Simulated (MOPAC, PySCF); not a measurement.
Stepwise substitution at one centre (B Cl-I). Isolated molecules, 0 K electronic values unless said otherwise. Strings in code marks are SMILES.

Quantity: vertical ionisation energy (energy after one electron is removed minus that of the parent at the parent's geometry), in eV.

Level 1: TPSSh-D3(BJ)/def2-TZVP // CAM-B3LYP-D3(BJ)/def2-TZVP (PySCF)
Level 2: minus the HOMO energy of B3LYP/6-31G* (LANL2DZ on I) // CAM-B3LYP-D3(BJ)/def2-TZVP (PySCF)
Level 3: minus the HOMO energy of PM7 // CAM-B3LYP-D3(BJ)/def2-TZVP (MOPAC)
Level 4: HF/6-31G* (LANL2DZ on I) // CAM-B3LYP-D3(BJ)/def2-TZVP (PySCF)

| species | level 1 | level 2 | level 3 | level 4 |
|---|---|---|---|---|
| `ClB(Cl)I` | 9.93 | 7.67 | 9.79 | 9.62 |
